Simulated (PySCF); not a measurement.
# Ni⁸⁺ (nickel, charge +8) across methods

[Ar] 3d2, high-spin 3F determinant. All numbers are calculated (PySCF 2.14, scalar relativity by spin-free X2C-1e, in an even-tempered Gaussian basis (20 s from 0.4 bohr⁻², ratio 2.5; 13 p from 0.52 bohr⁻², ratio 2.5; 9 d from 0.52 bohr⁻², ratio 2.5; 4 f from 1.9 bohr⁻², ratio 2.7; 4 g from 2.8 bohr⁻², ratio 2.7)).

```json
{"method": "PBE", "E (hartree)": "-1498.368", "mean ε 3p α (eV)": "-242.46", "mean ε 3p β (eV)": "-239.18", "mean ε 3d α (eV)": "-178.21", "Σ⟨r²⟩ (bohr²)": "6.148", "⟨S²⟩": "2.000"}
{"method": "PBE0", "E (hartree)": "-1498.423", "mean ε 3p α (eV)": "-247.64", "mean ε 3p β (eV)": "-243.31", "mean ε 3d α (eV)": "-182.50", "Σ⟨r²⟩ (bohr²)": "6.144", "⟨S²⟩": "2.001"}
{"method": "LDA", "E (hartree)": "-1495.742", "mean ε 3p α (eV)": "-242.37", "mean ε 3p β (eV)": "-239.13", "mean ε 3d α (eV)": "-177.97", "Σ⟨r²⟩ (bohr²)": "6.157", "⟨S²⟩": "2.000"}
{"method": "UHF", "E (hartree)": "-1497.69587", "mean ε 3p α (eV)": "-261.78", "mean ε 3p β (eV)": "-253.86", "mean ε 3d α (eV)": "-194.34", "Σ⟨r²⟩ (bohr²)": "6.147", "⟨S²⟩": "2.002"}
{"method": "r2SCAN", "E (hartree)": "-1498.631", "mean ε 3p α (eV)": "-244.35", "mean ε 3p β (eV)": "-240.48", "mean ε 3d α (eV)": "-179.56", "Σ⟨r²⟩ (bohr²)": "6.140", "⟨S²⟩": "2.001"}
```
